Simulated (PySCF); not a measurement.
**Electron correlation in Ne⁺ (neon, charge +1)**

[He] 2s2 2p4 3d1, one real determinant (an excited configuration). Computed with PySCF 2.14 in aug-cc-pVQZ (6s5p4d3f2g, 80 functions), with the non-relativistic Hamiltonian (point nucleus). Frozen: 1s2; 7 electrons correlated.

```
  level  correlation energy (mhartree)
   CCSD                        -187.75
    (T)                          -3.29
CCSD(T)                        -191.04
```

Diagnostics: T1 = 0.0034, D1 = 0.0076, largest double amplitude 0.069.

The real determinant used has ⟨L²⟩ near 8 against 12 for a pure F term, so it mixes terms. The outer electron is Rydberg-like, and this basis confines it to a smaller radius and binds it less than a complete one would.

Cost of the coupled-cluster step: about 18 core-seconds, for 7 correlated electrons.

The reference is one real determinant that mixes LS terms of this configuration.
